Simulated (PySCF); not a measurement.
# A survey of 17O NMR shifts

PySCF 2.14 calculation with structure optimised with GFN2-xTB and GIAO PBE0/pcSseg-1 shieldings; one averaged value for each set of equivalent atoms, relativity neglected, a single conformation, no solvent.

Shieldings were converted by a linear fit to measured shifts: 17O (scatter 10.7 ppm rms, 12.2 ppm with the 3 outliers that the fit left out vs liquid water, solution or neat liquid). A few per cent of atoms miss by over 2 rms, more outside the fitted compound classes.

**Question.** Give the 17O shifts of `FC(F)(F)[C@H]1COCCO1`, `COCc1ccccn1`, `F/C=C(/F)COC(F)(F)F`, `CC[C@@H](C)[P@H](=O)CC`, `[SiH3]COCc1ncco1`.

**Answer.** 
| compound | environment | δ (ppm) |
| --- | --- | --- |
| [F:1][C:2]([F:3])([F:4])[C@H:5]1[CH2:6][O:7][CH2:8][CH2:9][O:10]1 | O10: ether oxygen | 3.4 |
| [F:1][C:2]([F:3])([F:4])[C@H:5]1[CH2:6][O:7][CH2:8][CH2:9][O:10]1 | O7: ether oxygen | -10.6 |
| COCc1ccccn1 | ether oxygen | -17.0 |
| F/C=C(/F)COC(F)(F)F | ether oxygen | 70.2 |
| CC[C@@H](C)[P@H](=O)CC | P=O oxygen | 3.5 |
| [SiH3:1][CH2:2][O:3][CH2:4][c:5]1[n:6][cH:7][cH:8][o:9]1 | O9: aromatic ring oxygen | 259.0 |
| [SiH3:1][CH2:2][O:3][CH2:4][c:5]1[n:6][cH:7][cH:8][o:9]1 | O3: ether oxygen | -11.8 |
